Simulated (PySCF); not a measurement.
Radial density of Te⁺ (tellurium, charge +1)

PBE0, [Kr] 4d10 5s2 5p3, high-spin 4S determinant. Computed with PySCF 2.14 in def2-SVP with the def2 core potential (28 electrons), with a scalar-relativistic core potential. This is the valence pseudo-density: the core potential removes the inner electrons and smooths the orbitals near the nucleus.

```csv
r (bohr),4πr²ρ (e/bohr),4πr²(ρα − ρβ)
0.00284,1.366e-05,0.0000
0.00478,3.833e-05,0.0000
0.00804,0.0001059,0.0000
0.0135,0.0002807,0.0000
0.0227,0.0006634,0.0000
0.0383,0.001194,0.0000
0.0644,0.001674,0.0000
0.108,0.007795,0.0001
0.182,0.08859,0.0011
0.306,1.362,0.0189
0.515,14.82,0.2410
0.866,23.35,0.0482
1.46,6.175,0.7851
2.45,2.377,1.4462
4.12,0.2594,0.2208
6.94,0.003010,0.0029
```

Energies and moments cover only the electrons outside the core potential.
